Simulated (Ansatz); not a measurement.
Ansatz (a program for electronic structure) input (B2GP-PLYP/def2-TZVPD):

Ansatz 0.2 input:
```yaml
crystal:
  periodic: [false, false, false]
  atoms:
    - {symbol: Cu, position_ang: [-0.00000000, -0.00000000, -1.65729422]}
    - {symbol: I, position_ang: [0.00000000, 0.00000000, 0.90682137]}
basis:
  gaussian:
    orbitals: def2-TZVPD
hamiltonian:
  xc: {name: B2GP-PLYP}
magnetization: {spin_polarized: true, initial_magnetization: 2}
correlation: {electrons: outside_noble_gas}
```

Output:

```
Functional definition: B2GP-PLYP
integrals: 0.10 GiB planned
1009 factors; integrals over basis functions are off by at most 4.3e-4 eV
mean field: 0.72 GiB planned
mean field evaluation 1: about -52707.9276 eV, gradient 4.8e1 eV
mean field evaluation 2: about -52708.0098 eV, gradient 4.8e1 eV
mean field evaluation 4: about -52712.9424 eV, gradient 3.3e0 eV
mean field evaluation 8: about -52713.0717 eV, gradient 8.1e-1 eV
mean field evaluation 16: about -52713.0813 eV, gradient 2.1e-2 eV
mean field evaluation 32: about -52713.0814 eV, gradient 9.2e-6 eV
mean field evaluation 64: about -52714.0238 eV, gradient 1.3e-1 eV
mean field evaluation 96: about -52687.8069 eV, gradient 6.1e1 eV
mean field evaluation 128: about -52714.0215 eV, gradient 4.6e-2 eV
mean field evaluation 160: about -52714.0196 eV, gradient 6.1e-2 eV
mean field -52714.02381383 eV, -1937.2046443095 hartree, gradient 1.2e-6 eV, S^2 2.005593; 13 other end points of the search recorded, 0 dependent functions left out
18 core orbitals not correlated
reference -52714.02390486 eV, -1937.2046476547 hartree; 10, 8 occupied and 79, 81 virtual orbitals, 1009 factors
second order -14.10161120 eV of doubles, -0.00000000 eV of singles
Total energy: -52719.10048489 eV, -1937.3912085299 hartree
```

The spin state was set by rule; other spins were not relaxed.
